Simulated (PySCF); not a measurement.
Identify the unknown among the candidates.

All candidates are C4H14Si3.

* Dipole: 0.98 D [PBE0/pcSseg-1]
* NMR, other nuclei: isotropic shieldings of nuclei other than C and H, by class: 397 (1 Si), 426 (1 Si), 468 (1 Si) ppm [GIAO PBE0/pcSseg-1]
* 1H NMR: chemical shifts (computed TMS as zero) by class: 6.47 (1 H), 5.61 (1 H), 4.33 (2 H), 4.14 (2 H), 3.41 (3 H), 1.94 (2 H), 0.09 (3 H) ppm [GIAO PBE0/pcSseg-1]
* 13C NMR: chemical shifts (computed TMS as zero) by class: 157.0 (1 C), 124.2 (1 C), 28.0 (1 C), -9.0 (1 C) ppm [GIAO PBE0/pcSseg-1]
* Rotational structure: rotational constants A, B, C: 2.193, 0.612, 0.503 GHz [GFN2-xTB]

Gas-phase values; electronic properties from PySCF, density fitting. Levels stand in brackets. One conformer (not necessarily the lowest) at the GFN2-xTB geometry, without solvent, vibrations or thermal averaging. NMR classes are plain means over equivalent atoms (diastereotopic ones count apart unless rotation or inversion swaps them), as if these changed places fast.

**Question.** Which candidate is it?
A. `C[SiH2]C[C@@H]1C[SiH2][SiH2]1`
B. `[SiH3]C([SiH3])([SiH3])C1CC1`
C. `C=C(C)C([SiH3])([SiH3])[SiH3]`
D. `C[SiH2]C/C=C/[SiH2][SiH3]`

**Answer.** D. It is `C[SiH2]C/C=C/[SiH2][SiH3]`. Numbering: `[CH3:1][SiH2:2][CH2:3]/[CH:4]=[CH:5]/[SiH2:6][SiH3:7]`. Its formula, C4H14Si3, gives 1 degree of unsaturation: 0 rings and 1 π bond in the structure found. 4 carbons fall into 4 classes; from least to most shielded: alkene CH carbon [C4] (157.0 ppm), alkene CH carbon [C5] (124.2 ppm), sp3 carbon bound to silicon [C3] (28.0 ppm), Si-methyl carbon [C1] (-9.0 ppm). Hydrogen classes from least to most shielded: 1 H on an alkene CH carbon, C4 (6.47 ppm), 1 H on an alkene CH carbon, C5 (5.61 ppm), 2 H on an SiH2 silicon, Si6 (4.33 ppm), 2 H on an SiH2 silicon, Si2 (4.14 ppm), 3 H on an SiH3 silicon, Si7 (3.41 ppm), 2 H on an sp3 carbon bound to silicon, C3 (1.94 ppm), 3 H on an Si-methyl carbon, C1 (0.09 ppm, a mean of values up to 0.6 ppm apart in this geometry). The other shieldings belong to: 397 ppm, SiH2 silicon [Si2]; 426 ppm, SiH2 silicon [Si6]; 468 ppm, SiH3 silicon [Si7]. The optimised geometry has point group C1 and is an asymmetric top.

The others, at the same levels:
- `C=C(C)C([SiH3])([SiH3])[SiH3]` fails: its computed 13C shifts are 154.9 (1 C), 118.4 (1 C), 27.7 (1 C), 5.7 (1 C) ppm, 1H shifts are 5.26 (1 H), 4.95 (1 H), 4.10 (9 H), 2.04 (3 H) ppm and rotational constant A is 1.362 GHz (against 2.193 GHz).
- `C[SiH2]C[C@@H]1C[SiH2][SiH2]1` fails: its computed 13C shifts are 25.4 (1 C), 24.0 (1 C), 19.5 (1 C), -9.6 (1 C) ppm, 1H shifts are 4.74 (1 H), 4.50 (1 H), 4.50 (1 H), 4.42 (1 H), 4.27 (1 H), 4.06 (1 H), 2.08 (1 H), 1.85 (1 H), 1.17 (1 H), 1.08 (1 H), 1.04 (1 H), 0.10 (3 H) ppm and rotational constant A is 2.756 GHz (against 2.193 GHz).
- `[SiH3]C([SiH3])([SiH3])C1CC1` fails: it has 3 carbon classes against 4; its computed 13C shifts are 16.0 (1 C), 5.6 (2 C), -3.6 (1 C) ppm, 1H shifts are 3.92 (9 H), 0.80 (1 H), 0.57 (2 H), 0.51 (2 H) ppm and rotational constant A is 1.468 GHz (against 2.193 GHz).

Each candidate is one conformer, not necessarily the lowest. Dipoles, sizes and rotational constants follow the conformer. The torsions of the flexible species, by atom-mapped SMILES:
- `[CH3:1][SiH2:2][CH2:3]/[CH:4]=[CH:5]/[SiH2:6][SiH3:7]`: C1–Si2–C3–C4 -57°, Si2–C3–C4–C5 104°, C4–C5–Si6–Si7 111°
- `[CH2:1]=[C:2]([CH3:3])[C:4]([SiH3:5])([SiH3:6])[SiH3:7]`: C1–C2–C4–Si5 -142°
- `[CH3:1][SiH2:2][CH2:3][C@@H:4]1[CH2:5][SiH2:6][SiH2:7]1`: C1–Si2–C3–C4 -53°, Si2–C3–C4–C5 -62°
- `[SiH3:1][C:2]([SiH3:3])([SiH3:4])[CH:5]1[CH2:6][CH2:7]1`: Si1–C2–C5–C6 80°
